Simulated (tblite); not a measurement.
Run record: tight-binding relaxation, `C1CCC1C(C#C[SiH2]C)=C`.

Computed with GFN2-xTB geometry optimisation, gas phase (tblite 0.8.0). Start geometry: from a force field or distance geometry. The input is one job of a driver script: a line of settings, then coordinates in Å.

Command:
```bash
OMP_NUM_THREADS=1 python probes_run.py task.json out
```

Input:
```
{"job": {"kind": "relax", "xc": "GFN2-xTB", "basis": "xTB"}, "charge": 0, "multiplicity": 1}
C     -1.647000     2.688200    -0.260300
C     -1.156600     1.474700    -0.150700
C      0.240600     1.162600    -0.390700
C      1.393600     0.908100    -0.596900
Si     3.160400     0.476600    -0.850200
C      3.395200    -1.224400    -0.126800
C     -2.016700     0.340000     0.264900
C     -1.395600    -0.600800     1.282200
C     -1.475100    -1.693100     0.234900
C     -2.070100    -0.762700    -0.778200
H     -2.727100     2.776400    -0.037600
H     -1.070600     3.548100    -0.553200
H      3.429600     0.476400    -2.292500
H      4.053400     1.485700    -0.264300
H      3.053600    -2.020700    -0.790300
H      2.852700    -1.353900     0.852900
H      4.472100    -1.376800     0.141000
H     -3.018300     0.712200     0.561600
H     -2.075600    -0.712000     2.154800
H     -0.358600    -0.275800     1.532600
H     -0.444300    -2.003200    -0.060000
H     -2.070800    -2.582400     0.512100
H     -3.107100    -0.953700    -1.074500
H     -1.429500    -0.469700    -1.636300
```

Question: What does the run print?

Answer: 
```
step      E/eV     max force
  0    -762.41876    2.391
  1    -762.57181    3.306
  2    -762.62327    2.572
  3    -762.69223    0.832
  4    -762.72372    0.393
  5    -762.76576    0.620
  6    -762.78838    0.295
  7    -762.80240    0.262
  8    -762.81456    0.294
  9    -762.82190    0.220
... (67 lines left out)
 77    -762.85925    0.013
 78    -762.85928    0.013
 79    -762.85931    0.012
 80    -762.85935    0.012
 81    -762.85940    0.015
 82    -762.85945    0.012
 83    -762.85948    0.011
 84    -762.85950    0.010
 85    -762.85952    0.011
 86    -762.85955    0.009
```

«max force» is the largest atomic force in eV/Å.

Question: From which step on does the largest force stay under 0.1 eV/Å, and how much energy is left to gain from there?

Answer: From step 14 (0.081 eV/Å), 18.9 meV above the end.

In short: energy lowered by 10.2 kcal/mol over 86 steps; largest atomic force 0.009 eV/Å at the end.

Question: How long does this job take on an Intel Xeon at 2.50 GHz with one thread, shared host with 64 logical CPUs at a one-minute load of 62?

Answer: About 2.6 s.
Labels such as C1 count atoms from 1, the log's own numbers from 0.
